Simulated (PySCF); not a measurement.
Working out the electron affinity of Cu

Cu⁻ [Ar] 3d10 4s2 (1S) → Cu [Ar] 3d10 4s1 (2S). Calculation: PySCF 2.14, in aug-cc-pwCVDZ-PP with ECP10MDF (6s6p5d3f, 70 functions); a scalar-relativistic core potential. Frozen: 3s2 3p6. Energies in hartree (1 hartree = 27.21139 eV):

```csv
part,Cu⁻ (lower),Cu (upper)
UHF,-196.165625,-196.165394
CCSD correlation,-0.481480,-0.445873
(T),-0.026536,-0.020897
```

Problem. What does Hartree-Fock give?

Solution. (-196.165394) − (-196.165625) = 0.000231 hartree = 0.006 eV.

Problem. What do CCSD and CCSD(T) give?

Solution. The CCSD correlation energies differ by 0.035607 hartree = 0.969 eV and the triples by 0.005639 hartree = 0.153 eV, so CCSD gives 0.975 eV and CCSD(T) 1.128 eV.

Reference: 1.236 eV (measured; photodetachment measurements, as compiled on the Wikipedia data page of electron affinities).

A double-zeta basis recovers only part of the correlation energy.

The coupled-cluster amplitudes are large, so a single reference is strained.

What remains against the reference includes basis incompleteness, the frozen core and higher excitations.
